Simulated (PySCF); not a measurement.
CH4I2Si, SMILES C[SiH](I)I, B3LYP/def2-SVP optimised geometry.

```
8

Si    -0.37    -0.77     0.00
C     -1.00     0.99     0.00
I     -1.26    -1.98    -1.97
I      2.11    -0.77     0.00
H     -0.80    -1.53     1.20
H     -2.11     0.99     0.02
H     -0.63     1.52     0.89
H     -0.67     1.53    -0.90
```

Density from B3LYP/def2-TZVP, def2 effective core potentials past Kr run with PySCF at that geometry. The core electrons that the potentials of I replace are not part of the density.

Minimum of the electron density along straight lines between bonded atoms, close to the bond critical point (lines longer than 1.1 times the sum of covalent radii, or with two minima, are not listed):

```json
[
 {"bond": "Si1–C2", "length / Å": "1.874", "ρ at the minimum / e bohr⁻³": "0.125", "∇²ρ there / e bohr⁻⁵": "0.13", "position (fraction from the first atom)": "0.39"},
 {"bond": "Si1–I3", "length / Å": "2.478", "ρ at the minimum / e bohr⁻³": "0.079", "∇²ρ there / e bohr⁻⁵": "-0.08", "position (fraction from the first atom)": "0.36"},
 {"bond": "Si1–I4", "length / Å": "2.478", "ρ at the minimum / e bohr⁻³": "0.079", "∇²ρ there / e bohr⁻⁵": "-0.08", "position (fraction from the first atom)": "0.36"},
 {"bond": "Si1–H5", "length / Å": "1.485", "ρ at the minimum / e bohr⁻³": "0.125", "∇²ρ there / e bohr⁻⁵": "0.12", "position (fraction from the first atom)": "0.49"},
 {"bond": "C2–H6", "length / Å": "1.102", "ρ at the minimum / e bohr⁻³": "0.268", "∇²ρ there / e bohr⁻⁵": "-0.88", "position (fraction from the first atom)": "0.64"},
 {"bond": "C2–H7", "length / Å": "1.102", "ρ at the minimum / e bohr⁻³": "0.268", "∇²ρ there / e bohr⁻⁵": "-0.88", "position (fraction from the first atom)": "0.64"},
 {"bond": "C2–H8", "length / Å": "1.100", "ρ at the minimum / e bohr⁻³": "0.270", "∇²ρ there / e bohr⁻⁵": "-0.90", "position (fraction from the first atom)": "0.64"}
]
```
